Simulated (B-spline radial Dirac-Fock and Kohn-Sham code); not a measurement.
## Os⁶⁷⁺: scattering cross sections and density moments

System: Os⁶⁷⁺ in the configuration 1s2 2s2 2p5.

The run's input, task.json:

```json
{"items": [{
  "Z": 76,
  "q": 67,
  "cfg": [[1, 0, 2], [2, 0, 2], [2, 1, 5]],
  "A": 192,
  "rrms": 5.4126,
  "do": ["scatter"],
  "s": [0.0, 0.05, 0.1, 0.15, 0.2, 0.25, 0.3, 0.35, 0.4, 0.45, 0.5, 0.6, 0.7, 0.8, 0.9, 1.0, 1.1, 1.2, 1.4, 1.6, 1.8, 2.0, 2.5, 3.0, 3.5, 4.0, 5.0, 6.0],
  "pz": [0, 0.1, 0.2, 0.3, 0.4, 0.5, 0.6, 0.8, 1.0, 1.2, 1.4, 1.6, 1.8, 2.0, 2.5, 3.0, 4.0, 5.0, 7.0, 10.0, 15.0, 20.0, 30.0, 40.0, 60.0, 100.0],
  "hv_scatter": [1000, 5000, 8047.8, 17479.3, 20000, 30000, 500000, 1000000]
}]}
```

Launch: `python xray_run.py task.json out`

Calculated with a radial B-spline solver, using Dirac-Fock orbitals of the configuration average with a finite nucleus.

- Sum of ⟨r⟩: 0.5061 bohr
- Sum of ⟨r²⟩: 0.03933 bohr²
- Sum of ⟨1/r⟩: 326.03 per bohr
- Langevin diamagnetic susceptibility: -0.0311 × 10⁻⁶ cm³/mol
- Lamb shielding (α²/3)Σ⟨1/r⟩: 5787 ppm

Coherent scattering is the Thomson cross section weighted by f₀², without anomalous dispersion; incoherent scattering is Klein-Nishina weighted by S. The Lamb formula is the non-relativistic shielding expression. Electron correlation is left out. A dash stands where the photon energy is too low for the impulse approximation behind that column.

```
hν (keV)  coherent (b)  incoherent (b)  incoherent per electron (b)
       1         53.87               –                            –
       5         53.60               –                            –
  8.0478         53.16               –                            –
 17.4793         50.61               –                            –
      20         49.67               –                            –
      30         45.14               –                            –
     500         1.257           2.315                        0.257
    1000        0.3434           1.811                        0.201
```
